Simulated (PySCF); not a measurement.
Spin-rotation constants: `CCc1cccc2c1C2`, C9H10

Geometry:
```
atom   x (Å)   y (Å)   z (Å)
  C1   2.461   0.835  -0.326
  C2   1.665   0.242   0.838
  C3   0.302  -0.186   0.380
  C4   0.027  -1.505  -0.052
  C5  -1.211  -1.912  -0.512
  C6  -2.319  -1.044  -0.597
  C7  -2.027   0.212  -0.179
  C8  -0.791   0.615   0.279
  C9  -1.881   1.630   0.250
 H10   1.944   1.700  -0.734
 H11   3.449   1.146   0.007
 H12   2.577   0.100  -1.120
 H13   1.567   0.991   1.626
 H14   2.202  -0.617   1.245
 H15   0.828  -2.230  -0.014
 H16  -1.338  -2.941  -0.819
 H17  -3.278  -1.382  -0.959
 H18  -2.333   1.945   1.185
 H19  -1.855   2.409  -0.505
```

Computed, not measured: GIAO BHandHLYP/pcSseg-1 magnetisability, rotational g tensor and spin-rotation constants, non-relativistic, gas phase in PySCF. Geometry: GFN2-xTB.

(1) Give the nuclear spin-rotation constants along the inertial axes (H = +C I·J) beside the isotropic shieldings.

Answers

(1) Rotational constants 2.8495, 1.3994, 1.0220 GHz. A star marks the isotopologue with that one atom substituted, in its own axes.
```csv
atom,isotope,Caa (kHz),Cbb (kHz),Ccc (kHz),mean (kHz),σ (ppm)
H10,1H,-0.269,-0.035,-0.080,-0.128,30.7
H11,1H,0.062,-0.157,-0.106,-0.067,30.5
H12,1H,-0.304,-0.045,-0.061,-0.137,30.7
H13,1H,-0.270,-0.029,-0.055,-0.118,29.1
H14,1H,-0.224,-0.027,-0.077,-0.109,29.3
H15,1H,-0.100,0.057,-0.102,-0.049,24.8
H16,1H,-0.211,0.111,-0.099,-0.066,24.6
H17,1H,0.256,-0.134,-0.088,0.011,24.5
H18,1H,-0.285,-0.061,-0.019,-0.122,28.4
H19,1H,-0.302,-0.050,-0.020,-0.124,28.4
C1,13C*,0.391,0.216,0.149,0.252,165.4
C2,13C*,0.430,0.225,0.177,0.277,155.4
C3,13C*,1.231,0.604,0.123,0.653,47.0
C4,13C*,1.110,0.615,0.141,0.622,50.2
C5,13C*,1.058,0.659,0.128,0.615,49.3
C6,13C*,1.176,0.496,0.115,0.596,68.8
C7,13C*,1.011,0.816,0.033,0.620,49.6
C8,13C*,1.045,0.769,0.037,0.617,54.2
C9,13C*,0.407,0.293,0.079,0.260,166.6
```
For the geometry as given, no vibrational averaging.
